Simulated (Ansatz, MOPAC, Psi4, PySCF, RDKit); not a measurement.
Noncovalent pair: F2H2Si (SMILES F[SiH2]F) (first 5 atoms) with HF (SMILES F); geometry from B3LYP-D3(BJ)/def2-TZVP, rigid monomers moved along the line of their centres of mass till F3···H7 is 1.68 Å.
(charge 0, multiplicity 1):
```xyz
7

F      0.657     0.016    -1.451
Si     0.079    -0.388    -0.027
F      0.650     0.690     1.024
H     -1.382    -0.264    -0.048
H      0.606    -1.704     0.350
F     -0.319    -0.025     3.251
H      0.158     0.454     2.611
```

Monomers are frozen at their geometry in the pair; levels with a basis set take the counterpoise correction. Rows marked so take none. RDKit's UFF carries no charges.

Cores are frozen in the correlated methods. Rows in 6-31G*, STO-3G carry no dispersion term and start afresh at each structure (6-31G* with six Cartesian d functions). MP2/6-31G* freezes PySCF's default core. The state that AM1 reach isn't checked.

Programs: Ansatz (a quantum-chemistry and plane-wave program); MOPAC for AM1 (differences of heats of formation); Psi4 for SAPT; PySCF for 6-31G* rows, STO-3G rows, the dispersion terms; RDKit for the force fields. Values without a source in brackets are computed.

```tsv
level	interaction energy (kcal/mol)
UFF	77.14
AM1	3.89
HF/STO-3G (no counterpoise)	-5.73
HF/6-31G*	-2.00
HF/aug-cc-pV(D+d)Z	-1.73
BP86/6-31G* (no counterpoise)	-6.06
r2SCAN-D3(BJ)/def2-TZVPPD	-3.79
MP2/6-31G*	(withheld)
SAPT0/jun-cc-pV(D+d)Z	(withheld)
```

### Question
Some entries are withheld; supply them.

### Answer

- MP2/6-31G*, interaction energy (kcal/mol): -1.80
- SAPT0/jun-cc-pV(D+d)Z, interaction energy (kcal/mol): -3.69
